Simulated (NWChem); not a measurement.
Molecule: C$_{8}$H$_{5}$FO; SMILES Fc1cccc2ccoc12

Results from NWChem. Pople sets run with spherical d functions. The geometry was optimised at PBE0/def2-SVP. Not confirmed as a minimum by frequencies.

### Question
Taking Hartree-Fock/6-311G** as the yardstick, which of these has the fewest basis functions while keeping “highest occupied level (eV)” within 0.05 eV of it: Hartree-Fock/STO-3G; Hartree-Fock/6-31G*; Hartree-Fock/3-21G?

### Answer
none of them.
```csv
level,basis functions,highest occupied level (eV),relative time (rough)
Hartree-Fock/STO-3G,55,-6.49,1
Hartree-Fock/3-21G,100,-8.59,1
Hartree-Fock/6-31G*,150,-8.32,6
Hartree-Fock/6-311G**,210,-8.47,5
```

The yardstick is one finite set, not the basis-set limit.
